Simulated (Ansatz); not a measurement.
Isolated molecules relaxed with PBE0-D4/def2-TZVP in Ansatz; ΔE leaves out vibrations. CCSD(T)/CBS adds triple-zeta CCSD(T) − MP2 to the extrapolated MP2 energy (def2 sets, frozen cores). This one scheme is used for every species. Functionals use def2-TZVPP. Elements past krypton have def2 core potentials. For Te outer-core shells are correlated without core-valence functions, which leaves a few kJ/mol of doubt a bond. One conformer a species, not always the lowest.

`N[SiH2][TeH]` + H₂ → H₂Te + `N[SiH3]`  (hydrogenolysis of a Te–Si bond)

```
             level  ΔE (kcal/mol)  difference from CCSD(T)/CBS
          BHLYP-D4           10.4                         -1.9
           ωB97M-V           10.7                         -1.6
          PBE-QIDH           11.8                         -0.5
               PBE           12.0                         -0.3
              BLYP            8.9                         -3.4
            r2SCAN           12.5                          0.2
RPA@PBE/def2-TZVPP            8.3                         -4.0
      MP2/def2-SVP            9.5                         -2.8
  CCSD(T)/def2-SVP            7.1                         -5.2
    MP2/def2-QZVPP           14.4                          2.1
       CCSD(T)/CBS           12.3                            0
```

Question: What do rigid-rotor, harmonic-oscillator terms from PBE0-D4/def2-TZVP frequencies (298.15 K, 1 bar) make of the CCSD(T)/CBS value? (Estimate.)

Answer: Computed: ΔZPE = +1.2 kcal/mol, ΔH = +12.7 kcal/mol, ΔS = 30 J/(mol·K), ΔG = +10.5 kcal/mol.

Largest T1 diagnostic among the species: 0.011.

From PBE to PBE0 (25 % exact exchange), in def2-TZVPP and without D4, ΔE moves by −0.8 kcal/mol. Leaving LDA and LC-ωPBE aside and taking each functional with its dispersion term where it has one, the values, not all of them listed here, spread over 5.1 kcal/mol, from B97M-V to revPBE-D4.
